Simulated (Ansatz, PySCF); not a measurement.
The pair A = HCl (SMILES Cl) (first 2 atoms), B = CH4O (SMILES CO); geometry from B3LYP-D3(BJ)/def2-TZVP.
(charge 0, multiplicity 1):
```xyz
8

Cl     0.66262    -0.26536     0.25138
H     -0.00026    -0.38572     1.37780
C      0.16989     0.13220     3.92731
O     -0.75889    -0.39813     2.97553
H      0.43912     1.16520     3.69328
H      1.06226    -0.48662     3.86597
H     -0.23355     0.07622     4.94084
H     -1.56388     0.13111     2.98616
```

Cores are frozen in the correlated methods. CBS(a, b) extrapolates the correlation energy as X⁻³ and adds the Hartree–Fock energy of set b. MP2 and its Hartree–Fock in aug-cc-pV(T+d)Z are density fitted.

Programs: Ansatz (Gaussian orbitals); PySCF for the dispersion terms. Each number belongs to the level named beside it.

The monomers are drawn apart, rigid, along the line of their centres of mass. Counterpoise-corrected interaction energies (kcal/mol):

```
level                                                                 R = 4.018 Å  R = 4.726 Å
--------------------------------------------------------------------  -----------  -----------
PBE/def2-TZVPPD                                                           -4.0074      -1.8565
PBE-D3(BJ)/def2-TZVPPD                                                    -4.5437      -2.1131
wB97M-V/def2-TZVPPD                                                       -4.1444      -1.9695
MP2/CBS(aug-cc-pV(D+d)Z, aug-cc-pV(T+d)Z) + ΔCCSD(T)/aug-cc-pV(D+d)Z      -4.1408      -1.9853
```

Task: R is the distance of the centres of mass. Find the local exponent m of E ∝ R⁻ᵐ between the two points.

Result: 
m = ln(E₁/E₂)/ln(R₂/R₁): PBE/def2-TZVPPD 4.7; PBE-D3(BJ)/def2-TZVPPD 4.7; wB97M-V/def2-TZVPPD 4.6; MP2/CBS(aug-cc-pV(D+d)Z, aug-cc-pV(T+d)Z) + ΔCCSD(T)/aug-cc-pV(D+d)Z 4.5. For scale, two fixed dipoles give m = 3, dipole and quadrupole 4, quadrupoles 5, and dispersion or dipole-induced dipole 6 at long range; at these distances several terms mix, and what is left of overlap and damping shifts m, so it need not match one of them.

Ansatz is a quantum-chemistry and plane-wave program.
